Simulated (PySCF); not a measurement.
**Sn⁺ (tin, charge +1) across methods**

[Kr] 4d10 5s2 5d1, 2D determinant (an excited configuration). Calculation: PySCF 2.14, in aug-cc-pV5Z-PP with ECP28MDF (8s8p6d4f3g2h, 139 functions); scalar relativity through the core potential.

| method | E (hartree) | mean ε 5s β (eV) | mean ε 5s α (eV) | mean ε 5d α (eV) | Σ⟨r²⟩ (bohr²) | ⟨S²⟩ |
| --- | --- | --- | --- | --- | --- | --- |
| r2SCAN | -213.7814 | -20.424 | -20.372 | -5.087 | 58.72 | 0.751 |
| M06-L | -213.8786 | -20.018 | -20.086 | -4.986 | 59.43 | 0.751 |
| PBE0 | -213.7187 | -21.084 | -21.243 | -5.470 | 59.71 | 0.750 |
| UHF | -212.80556 | -23.096 | -23.248 | -6.060 | 64.58 | 0.750 |
| LDA | -213.3659 | -20.578 | -20.770 | -5.006 | 59.04 | 0.750 |
| PBE | -213.7197 | -20.137 | -20.307 | -5.136 | 58.98 | 0.750 |
| M06 | -213.8020 | -21.597 | -21.607 | -5.328 | 59.94 | 0.750 |
| MN15 | -213.2435 | -22.083 | -22.163 | -5.433 | 60.12 | 0.751 |

Energies and moments cover only the electrons outside the core potential. The outer electron is Rydberg-like, and this basis confines it to a smaller radius and binds it less than a complete one would.
